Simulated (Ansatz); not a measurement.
Cost and result for the atomization energy of C$_{2}$H$_{7}$ClSi$_{2}$ (`[SiH3]/C=C(\[SiH3])Cl`) (12 atoms, 11 bonds).

Cartesian coordinates in Å:
```
Si 1.256 -0.069 -1.394
C 0.669 1.022 0.010
C -0.316 0.727 0.855
Si -1.379 -0.816 0.895
Cl -0.750 1.853 2.121
H 2.375 0.638 -2.067
H 1.746 -1.380 -0.894
H 0.174 -0.310 -2.383
H 1.182 1.975 0.140
H -1.200 -1.494 2.202
H -0.958 -1.715 -0.209
H -2.800 -0.428 0.724
```

Total charge 0; spin multiplicity 1. The geometry is a stationary point of PBE0-D4/def2-TZVP. Program: Ansatz. All runs use 4 threads of an Arm Neoverse V1 on a shared host. Times are those of one run each, without the atoms' runs, and a repeat can differ threefold. Electronic energies, without spin–orbit coupling; frozen cores. CCSD(T)/CBS adds CCSD(T) − MP2 in def2-TZVPP to the MP2 limit, and its time is that of the two runs behind it. T1 = 0.012; the RHF reference is unstable towards UHF. B3LYP takes the VWN-RPA correlation (the form of Gaussian; ORCA's B3LYP/G).

CCSD(T)/CBS is a level of theory with its own doubt, some kJ/mol a heavy atom from the limit and from the frozen cores, so smaller differences don't rank the functionals.

```json
{"level": "PBE-D4/def2-TZVPP (with forces)", "functions": "286", "wall time": "3.7 s"}
{"level": "PBE0-D4/def2-TZVPP", "functions": "286", "wall time": "6.5 s"}
{"level": "B2PLYP/def2-TZVPP", "functions": "286", "wall time": "8 s"}
{"level": "r2SCAN-D4/def2-TZVPP (with forces)", "functions": "286", "wall time": "8.1 s"}
{"level": "B3LYP-D4/def2-TZVPP (with forces)", "functions": "286", "wall time": "9.5 s"}
{"level": "ωB97X-V/def2-TZVPP", "functions": "286", "wall time": "11 s"}
{"level": "ωB97M-V/def2-TZVPP (with forces)", "functions": "286", "wall time": "17 s"}
{"level": "MP2/def2-QZVPP", "functions": "534", "wall time": "34 s"}
{"level": "CCSD(T)/def2-TZVPP", "functions": "286", "wall time": "3.8 min"}
{"level": "CCSD(T)/CBS(def2)", "functions": "–", "wall time": "4.4 min"}
```

Q: What atomization energy does each give, and how far from CCSD(T)/CBS? (Best estimate.)

A: Ansatz gave: 
```json
{"level": "PBE-D4/def2-TZVPP (with forces)", "atomization (kJ/mol)": "4066.8", "difference from CCSD(T)/CBS": "32.9", "per bond": "3.0"}
{"level": "PBE0-D4/def2-TZVPP", "atomization (kJ/mol)": "4025.3", "difference from CCSD(T)/CBS": "-8.6", "per bond": "-0.8"}
{"level": "B2PLYP/def2-TZVPP", "atomization (kJ/mol)": "3976.6", "difference from CCSD(T)/CBS": "-57.3", "per bond": "-5.2"}
{"level": "r2SCAN-D4/def2-TZVPP (with forces)", "atomization (kJ/mol)": "4042.3", "difference from CCSD(T)/CBS": "8.4", "per bond": "0.8"}
{"level": "B3LYP-D4/def2-TZVPP (with forces)", "atomization (kJ/mol)": "4029.9", "difference from CCSD(T)/CBS": "-4.0", "per bond": "-0.4"}
{"level": "ωB97X-V/def2-TZVPP", "atomization (kJ/mol)": "4052.7", "difference from CCSD(T)/CBS": "18.8", "per bond": "1.7"}
{"level": "ωB97M-V/def2-TZVPP (with forces)", "atomization (kJ/mol)": "4042.5", "difference from CCSD(T)/CBS": "8.6", "per bond": "0.8"}
{"level": "MP2/def2-QZVPP", "atomization (kJ/mol)": "4022.5", "difference from CCSD(T)/CBS": "-11.4", "per bond": "-1.0"}
{"level": "CCSD(T)/def2-TZVPP", "atomization (kJ/mol)": "3929.2", "difference from CCSD(T)/CBS": "-104.7", "per bond": "-9.5"}
{"level": "CCSD(T)/CBS(def2)", "atomization (kJ/mol)": "4033.9", "difference from CCSD(T)/CBS": "0.0", "per bond": "0.0"}
```

From PBE to PBE0 (25 % exact exchange), in def2-TZVPP and without D4, the atomization energy moves by −36.8 kJ/mol: exact exchange takes away binding that semilocal exchange gives to molecules. In def2-TZVPP, CCSD(T) changes the Hartree–Fock value by +919.5 kJ/mol (the triples alone add +58.1 kJ/mol) and MP2 by +950.6 kJ/mol; breaking electron pairs costs correlation energy, which Hartree–Fock lacks. The D4 term adds +52.9 kJ/mol with B3LYP and +27.9 kJ/mol with PBE0; it sums over pairs of atoms, weighted by their polarisabilities, and B3LYP, whose exchange is more repulsive, gets the larger term.
